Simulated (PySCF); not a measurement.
BeO, SMILES [Be]=[O]. Coordinates come from a B3LYP-D3(BJ)/def2-TZVPD optimisation.

Computed equilibrium geometry at B3LYP-D3(BJ)/def2-TZVPD (PySCF confirms it by a frequency run) as Cartesian coordinates in Å, and its point group:
point group C∞v.
```xyz
2

Be     0.0000     0.0000    -0.8825
O      0.0000     0.0000     0.4412
```
